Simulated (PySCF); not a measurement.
NMR problem set

- B3LYP/pcJ-1 coupling constants (spin–dipole term left out of most H,H and C,H couplings)
- geometry from GFN2-xTB
- shieldings: GIAO PBE0/pcSseg-1
- run in PySCF
- rapidly exchanging positions averaged, one conformer, no relativistic terms, no solvent model

Chemical shifts δ = σref − σ; TMS for $^{1}$H (σ = 31.72 ppm), $^{13}$C (σ = 186.93 ppm), all at this level. Multiplet labels drop J under 1 Hz and among equivalent protons, and merge close values. Unscaled 3J(H,H) run several per cent high. Where no couplings were computed, multiplicities follow the n + 1 count of equivalent neighbours, and m marks all less simple cases (inequivalent or close neighbours, rings, F or P nearby). One-bond C–F couplings are unscaled and too large by tens of Hz. Shifts are as computed. Against solution values, carbons near 30 ppm lie about +3 ppm off and those near 130 ppm about +5 ppm. Of 1211 compounds with measured shifts, 218 miss one by over three times the rms of a fit or turn the order of signals round; such compounds aren't used in these exercises. OH and NH positions are gas-phase values without hydrogen bonding to other molecules.

Task: C4H3FN2. $^{1}$H NMR (500 MHz, computed): δ 2.13 (d, J = 18.8 Hz, 3H). $^{13}$C{$^{1}$H} NMR (computed): δ 117.9 (C, d, J = 33.3 Hz), 74.8 (C, d, J = 249.4 Hz), 30.7 (CH3, d, J = 25.4 Hz). Give a structure.

Result: SMILES C(C(C)(F)C#N)#N. Rings plus π bonds: 4 (no ring in the answer). 3 carbon signals for 4 carbons: some carbons are equivalent by symmetry or fast rotation. Carbon types of the structure: 3 × C, 1 × CH3, which accounts for all hydrogens. δC 117.9: nitrile carbon; this is the usual window of a C≡N carbon, which has no attached hydrogen. δC 74.8: fully substituted sp3 carbon bonded to F, α to a nitrile; pulled downfield by the heteroatom. δC 30.7: methyl carbon; aliphatic region, no heteroatom directly attached. δH 2.13: hydrogen on a methyl carbon.

This is the structure that produced the data.

Task: C7H11N. $^{1}$H NMR (400 MHz, computed): δ 5.14 (br s, 1H), 4.48 (br s, 1H), 2.70 (m, 1H), 1.93 (m, 1H), 1.82 (m, 1H), 1.35 (m, 1H), 0.85 (m, 1H), 0.77 (m, 1H), 0.55 (m, 1H), 0.43 (br s, 1H), 0.27 (m, 1H). $^{13}$C{$^{1}$H} NMR (computed): δ 163.9 (C), 106.7 (CH2), 34.6 (CH), 24.6 (CH2), 17.3 (CH2), 13.2 (CH2), 7.8 (CH). What is it?

Result: `C=C(C1CC1)[C@H]1CN1`. Rings plus π bonds: 3 (2 rings in the answer). 7 carbon signals for 7 carbons: no two carbons are equivalent. Carbon types of the structure: 1 × C, 2 × CH, 4 × CH2, leaving 1 H on heteroatoms. δC 163.9: fully substituted alkene carbon; as expected for a trigonal carbon in a double bond. δC 106.7: terminal =CH2 carbon; an sp2 carbon of a C=C bond. δC 34.6, 24.6: aziridine ring carbon. δC 17.3, 13.2, 7.8: three-membered-ring carbon; carbons of three-membered rings are unusually shielded.

This is the structure that produced the data.
